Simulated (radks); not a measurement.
The numbers below are computed, except where a source is named.
All-electron atom: Re3+ in [Xe] 4f14 5d4. Code: a radial shooting solver on a logarithmic mesh with Libxc functionals. Model: scalar-relativistic Kohn-Sham, r2SCAN, spin-polarised, spherical densities, finite nucleus; open shells are filled with parallel spins first (spin-orbit coupling, left out, can overturn this in heavy ions); meta-GGA in the generalised Kohn-Sham scheme; Fermi nuclear charge, rms radius 5.3698 fm. Some entries of the table are withheld. Estimate them.

orbital,occ.,eigenvalue (eV),<r> (bohr),<1/r> (bohr^-1)
1s down,1,-71760.85,0.01804,88.72
1s up,1,-71760.82,0.01804,88.72
2s up,1,-12493.36,0.07621,20.78
2s down,1,-12493.01,0.07620,20.78
2p up,3,-10904.87,0.06835,18.75
2p down,3,-10904.60,0.06835,18.75
3s up,1,-2925.412,0.1972,7.707
3s down,1,-2925.395,0.1972,7.707
3p up,3,-2454.829,0.1977,7.094
3p down,3,-2454.784,0.1977,7.094
3d up,5,-1920.223,0.1793,6.689
3d down,5,-1920.031,0.1793,6.688
4s up,1,-640.0017,0.4406,3.270
4s down,1,-639.7439,0.4407,3.269
4p up,3,-484.9507,0.4683,2.971
4p down,3,-484.7314,0.4684,2.970
4d up,5,-289.3803,0.5000,2.646
4d down,5,-289.1126,0.4999,2.646
5s up,1,(1),1.041,1.284
5s down,1,(2),1.031,1.299
5p up,3,-79.1297,1.204,1.089
5p down,3,-75.9227,1.186,1.108
4f up,7,(3),0.5816,2.160
4f down,7,(4),0.5766,2.170
5d up,4,(5),1.658,0.7736
5d down,0,(6),1.650,0.7863

Answer. 
(1) 5s up eigenvalue (eV): -117.8364
(2) 5s down eigenvalue (eV): -115.5126
(3) 4f up eigenvalue (eV): -72.7780
(4) 4f down eigenvalue (eV): -72.2388
(5) 5d up eigenvalue (eV): -34.5664
(6) 5d down eigenvalue (eV): -30.0162
